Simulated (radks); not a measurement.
Values are calculated unless marked as measured or tabulated.
All-electron atom: Mo I in [Kr] 4d5 5s1 (the NIST ground configuration). Code: a radial shooting solver on a logarithmic mesh with Libxc functionals. Model: non-relativistic Kohn-Sham, TPSS, spin-polarised, spherical densities, point nucleus; open shells are filled with parallel spins first (spin-orbit coupling, left out, can overturn this in heavy ions); meta-GGA in the generalised Kohn-Sham scheme; relativity is left out, which matters for an element this heavy.

Local quantities along the radius. ELF = 1/(1 + alpha^2) is the electron localisation function; alpha = (tau - tau_W)/tau_unif compares the Pauli kinetic energy density with that of the uniform gas (summed over spins).

```
   r/bohr * ELF (the largest magnitude, 1, reaches the edge; | marks zero)
 0.001192 |                                                      *
 0.001602 |                                                      *
 0.002137 |                                                      *
 0.002873 |                                                      *
 0.003832 |                                                      *
 0.005152 |                                                      *
 0.006871 |                                                      *
 0.009238 |                                                      *
  0.01232 |                                                      *
  0.01657 |                                                     *
   0.0221 |                                                    *
  0.02971 |                                              *
  0.03962 |                             *
  0.05327 |                *
  0.07162 |                       *
  0.09552 |                                      *
   0.1284 |                                        *
   0.1713 |                         *
   0.2303 |                *
   0.3072 |                                 *
    0.413 |                                          *
   0.5508 |                             *
   0.7405 |         *
   0.9877 |                                 *
    1.328 |                                         *
    1.771 |                              *
    2.381 |                   *
    3.201 |                   *
     4.27 |                   *
    5.741 |             *
    7.657 |    *
    10.29 *
```

On this mesh the ELF has minima near r = 0.053, 0.23, 0.74 bohr, which separate the shells, and maxima near 0.11 (0.76), 0.41 (0.78), 1.1 (0.77), 3.7 (0.39).

Self-consistent cycle (total energy in hartree, residual of the potential): 1: -3977.093867, 4e+00; 2: -3977.301586, 2e+00; 3: -3977.399110, 1e-01; 4: -3977.400186, 4e-02; 5: -3977.400306, 4e-03; 6: -3977.400310, 4e-03; 7: -3977.400314, 1e-04; 8: -3977.400315, 2e-05; 9: -3977.400315, 1e-05; 10: -3977.400315, 3e-06.
